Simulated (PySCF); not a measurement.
Computed with PySCF with PBE0-D3(BJ)/def2-TZVP. Isolated molecules, 0 K electronic values unless said otherwise. Delta-SCF ions had no search for a lower state. Excitations are Tamm–Dancoff values on a coarser integration grid. The basis has no diffuse functions, so Rydberg states are missing or too high.

Reference species (SMILES): `[Al]([CH3])([CH3])[CH3]` (neutral, multiplicity 1).

- HOMO–LUMO gap: 7.18 eV
- vertical ionisation energy (Delta-SCF): 9.53 eV
- T1 excitation (TDA): 5.35 eV

Changed species: `[CH3][Al]([CH3])[I]` (1 of 3 CH3 replaced by I; the reference has 0 of 3 CH3 replaced by I).

Problem. What does the change do to the HOMO–LUMO gap, vertical ionisation energy (Delta-SCF) and T1 excitation (TDA)?

Solution. the HOMO–LUMO gap falls by 0.83 eV, to 6.35 eV; the vertical ionisation energy (Delta-SCF) falls by 0.29 eV, to 9.24 eV; the T1 excitation (TDA) drops by 0.46 eV, to 4.89 eV.
